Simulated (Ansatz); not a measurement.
Name a neutral molecule of C, N, O, Si and H with size of the dipole moment (B3LYP/def2-TZVPP) between 1.95 and 2.25 D and LUMO energy (PBE/def2-TZVPP) between -0.80 and -0.50 eV (Ansatz, PBE0-D4/def2-TZVP geometry).

`[SiH3]N[SiH]1CO1` (2.10 D, -0.79 eV). Other molecules can fit too; these were computed, each in one conformer that needn't be the lowest.

B3LYP here is the variant with VWN-RPA as its local correlation; programs differ in this.
